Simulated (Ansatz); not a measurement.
Cd₆O₆ (the lowest singlet isomer of a short search), 12 atoms. Hardware: 4 threads of AMD EPYC 9R45 on a shared host.

In the def2 sets Cd takes a core potential; there is no spin–orbit coupling.

How many basis functions does each of these Ansatz runs have, and roughly what does it cost? PBE-D4/def2-SVP, charge -1 doublet at the geometry of the charge 0 singlet, energy, from earlier orbitals; HF/def2-SVP, charge 1 doublet at the geometry of the charge 0 singlet, energy, from earlier orbitals; PBE0-D4/def2-SVP, charge -1 doublet, relaxation, 14 steps; PBE0-D4/def2-SVP, charge 0 singlet, energy, from earlier orbitals; PBE0-D4/def2-SVP, charge 0 triplet at the geometry of the charge 0 singlet, energy; PBE-D4/def2-SVP, charge 1 doublet at the geometry of the charge 0 singlet, energy, from earlier orbitals; PBE-D4/def2-SVP, charge -1 doublet, energy, from earlier orbitals; PBE-D4/def2-TZVP, charge 0 singlet, energy and forces, from earlier orbitals; PBE0-D4/def2-SVP, charge -1 doublet at the geometry of the charge 0 singlet, energy; HF/def2-SVP, charge -1 doublet at the geometry of the charge 0 singlet, energy, from earlier orbitals; HF/def2-TZVP, charge 0 singlet, energy, from earlier orbitals; r2SCAN-D4/def2-SVP, charge 0 triplet at the geometry of the charge 0 singlet, energy, from earlier orbitals.

Other jobs shared the machine, so times can vary by a factor of up to 3. A dash marks memory too small to be measured apart from the calling script's.

| run | functions | fitting or Cholesky vectors | wall time | peak host memory (GiB) |
| --- | --- | --- | --- | --- |
| PBE-D4/def2-SVP, charge -1 doublet, energy, from earlier orbitals | 270 | 2706 | 5.5 s | – |
| PBE-D4/def2-TZVP, charge 0 singlet, energy and forces, from earlier orbitals | 426 | 3120 | 5.5 s | 1.2 |
| PBE0-D4/def2-SVP, charge 0 singlet, energy, from earlier orbitals | 270 | 2741 | 6 s | 1.4 |
| PBE-D4/def2-SVP, charge -1 doublet at the geometry of the charge 0 singlet, energy, from earlier orbitals | 270 | 2706 | 6 s | – |
| PBE-D4/def2-SVP, charge 1 doublet at the geometry of the charge 0 singlet, energy, from earlier orbitals | 270 | 2706 | 7 s | – |
| HF/def2-SVP, charge 1 doublet at the geometry of the charge 0 singlet, energy, from earlier orbitals | 270 | 2741 | 15 s | 2.1 |
| PBE0-D4/def2-SVP, charge 0 triplet at the geometry of the charge 0 singlet, energy | 270 | 2741 | 17 s | 2.2 |
| HF/def2-SVP, charge -1 doublet at the geometry of the charge 0 singlet, energy, from earlier orbitals | 270 | 2741 | 18 s | 2.1 |
| PBE0-D4/def2-SVP, charge -1 doublet at the geometry of the charge 0 singlet, energy | 270 | 2741 | 19 s | 2.2 |
| HF/def2-TZVP, charge 0 singlet, energy, from earlier orbitals | 426 | 4068 | 20 s | 3.5 |
| r2SCAN-D4/def2-SVP, charge 0 triplet at the geometry of the charge 0 singlet, energy, from earlier orbitals | 270 | 2706 | 45 s | 1.8 |
| PBE0-D4/def2-SVP, charge -1 doublet, relaxation, 14 steps | 270 | 2913 | 2.7 min | 1.8 |
